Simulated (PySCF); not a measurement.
**Radial density of Gd (gadolinium, neutral)**

UHF, [Xe] 4f8 6s2, high-spin 7F determinant (an excited configuration). Calculation: PySCF 2.14, in ANO-RCC-VTZP (8s7p5d3f2g1h, 104 functions); the spin-free X2C one-electron Hamiltonian (Gaussian nucleus).

```
r (bohr)  4πr²ρ (e/bohr)  4πr²(ρα − ρβ)
  0.0200           81.39         0.0035
  0.0336           76.83         0.0086
  0.0565           108.6         0.0121
  0.0951           96.18         0.0211
   0.160           94.50         0.3580
   0.269           67.97         2.2995
   0.453           47.21         6.4109
   0.761           30.04         6.1829
    1.28           10.91         2.2849
    2.15           2.943         0.1714
    3.62          0.6554         0.0045
    6.09          0.2326        -0.0082
    10.2        0.008687        -0.0007
    17.2       4.217e-05         0.0000
```

Densities and radii are taken from the X2C orbitals without a picture-change correction, which distorts them close to the nucleus.

Spin-orbit coupling, absent here, splits the open shell strongly.

Q: Where is the radial spin density 4πr²(ρα − ρβ) most negative, and why is it negative at all?

A: Around r = 6.09 bohr, down to -0.0082 e/bohr: exchange with the open shell polarises the paired shells in an unrestricted calculation.
